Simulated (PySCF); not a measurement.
Q: Give a GFN2-xTB geometry of `N#C[C@@]1(F)C/C1=C/F`.

A: 
```xyz
11
C5H3F2N angstrom
N     -2.3179   -1.6060    1.0359
C     -1.6048   -1.0522    0.3351
C     -0.7060   -0.3320   -0.5124
F     -0.7394   -0.7359   -1.8186
C     -0.4538    1.1466   -0.2498
C      0.5808    0.1537    0.0362
C      1.7886   -0.1416    0.4408
F      2.2492   -1.3965    0.4654
H     -0.9820    1.6143    0.5697
H     -0.3281    1.7774   -1.1194
H      2.5189    0.5748    0.7914
```

Orientation and origin are arbitrary. Atoms count from 1 in this order. The C–C distances run from 1.308 Å (C6=C7, drawn double) to 1.523 Å (C3–C5, drawn single), a spread of 0.215 Å. The 3-membered ring C3–C5–C6 has internal angles of 58.2° to 62.3°. The 2 C–F bonds span 1.337 Å (C7–F8, drawn single) to 1.368 Å (C3–F4, drawn single), a spread of 0.031 Å.

Bonds between heavy atoms (Å): N1≡C2 1.143, C2–C3 1.430, C3–F4 1.368, C3–C5 1.523, C5–C6 1.462, C6=C7 1.308, C7–F8 1.337, C3–C6 1.481.

Structure optimised with GFN2-xTB, isolated species.

Point group: C1 (no symmetry element, even within 0.4 Å). No frequency check.

These are computed values.
